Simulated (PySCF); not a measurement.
CH₃Cl₃Si, charge +1, multiplicity 2. Atoms are numbered in the order given.

```xyz
8

C      0.0000     0.0000     2.0980
Si     0.0000     0.0000     0.0563
Cl     1.7133     0.9892    -0.3998
Cl     0.0000    -1.9784    -0.3998
Cl    -1.7133     0.9892    -0.3998
H      0.0000     1.0805     2.3381
H     -0.9358    -0.5403     2.3381
H      0.9358    -0.5403     2.3381
```
Charge +1, spin multiplicity 2.

The structure is a stationary point at PBE-D3(BJ)/def2-SVP. The multiplicity is an assumed one; no other spin state was optimised. The isomer is the one that the SMILES or the coordinates give; other isomers of the formula were not compared.

These are PySCF 2.14.0 with PBE-D3(BJ)/def2-SVP values and carry that method's errors.

Frequencies are harmonic and unscaled.

Modes within 1.5 cm⁻¹ of each other (mostly degenerate sets) share a row, with their intensities summed.

```
mode   ν (cm⁻¹)  IR (km/mol)  moving atoms (share of kinetic energy)
-----  --------  -----------  --------------------------------------
1–2         129         11.8                 C 44 %, Cl 41 %, H 13 %
3–4         172          0.8                        Cl 76 %, Si 17 %
5           181          0.0                                  H 99 %
6           211         13.7                Si 43 %, Cl 40 %, C 13 %
7           413          0.1                        Cl 74 %, Si 23 %
8           416          7.8         C 62 %, Cl 15 %, Si 14 %, H 9 %
9–10        561          0.0                H 67 %, Si 20 %, Cl 10 %
11–12       622         97.6                Si 43 %, H 28 %, Cl 27 %
13         1083         60.7                          H 87 %, C 13 %
14–15      1319         27.2                           H 92 %, C 8 %
16         2974         60.5                                  H 99 %
17–18      3146         25.4                          H 90 %, C 10 %
```
